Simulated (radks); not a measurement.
Species: Eu VIII. Configuration: [Kr] 4d10 4f5 5s2 5p3.

All-electron calculation, Dirac Kohn-Sham, PBE, spin-unpolarised, spherical densities, finite nucleus; open shells fill j = l - 1/2 first; Fermi nuclear charge, rms radius 5.1115 fm. Program: a radial shooting solver on a logarithmic mesh with Libxc functionals.

Energy parts (eV):
| part | energy |
|---|---|
| total | -294940.46 |
| kinetic | 320708.63 |
| electron-nucleus | -717947.59 |
| Hartree | 108816.99 |
| exchange-correlation | -6518.49 |

Orbitals (lengths in bohr, moments of r in powers of bohr; r(max) is where P^2 peaks; r(90%) holds 90 % of the orbital's charge):
orbital  occ.  eigenvalue (eV)  r(90%)   r(max)  small-component weight
1s1/2       2        -48418.76  0.0403  0.01420                5.50e-02
2s1/2       2        -8035.540   0.147  0.08072                1.21e-02
2p1/2       2        -7629.164   0.130  0.06107                1.22e-02
2p3/2       4        -6981.166   0.139  0.06680                1.13e-02
3s1/2       2        -1851.183   0.366   0.2291                3.82e-03
3p1/2       2        -1675.574   0.359   0.2162                3.76e-03
3p3/2       4        -1543.482   0.377   0.2284                3.52e-03
3d3/2       4        -1239.420   0.349   0.1818                3.40e-03
3d5/2       6        -1210.686   0.354   0.1852                3.33e-03
4s1/2       2        -450.8776   0.810   0.5271                1.21e-03
4p1/2       2        -382.8584   0.838   0.5319                1.14e-03
4p3/2       4        -353.3884   0.879   0.5575                1.06e-03
4d3/2       4        -241.1200   0.959   0.5662                9.01e-04
4d5/2       6        -235.7605   0.973   0.5744                8.79e-04
5s1/2       2        -135.1794    1.79    1.181                3.12e-04
5p1/2       2        -114.0708    1.94    1.260                2.72e-04
5p3/2       1        -108.5819    2.02    1.317                2.54e-04
4f5/2       5        -102.9770    1.28   0.5709                5.69e-04
4f7/2       0        -102.1982    1.29   0.5750                5.61e-04

The highest occupied level is 4f5/2 at -102.98 eV. For comparison, the ionisation energy in NIST's Atomic Spectra Database is 120 eV (theoretical). In exact Kohn-Sham theory the highest level is minus the ionisation energy, but local and semilocal functionals leave it too shallow, through self-interaction and a potential that decays too fast; potentials with the right tail come closer. The electron density at the nucleus is 5.793e+05 e/bohr^3. Summed over all electrons, <r^2> = 22.95 bohr^2, which gives a Langevin (diamagnetic) susceptibility term of -18.2 x 10^-6 cm^3/mol. The density falls to 0.001 e/bohr^3 at r = 2.76 bohr.

Beside tabulated values, note that spin-unpolarised runs miss the spin-polarisation part of the exchange energy of open shells.
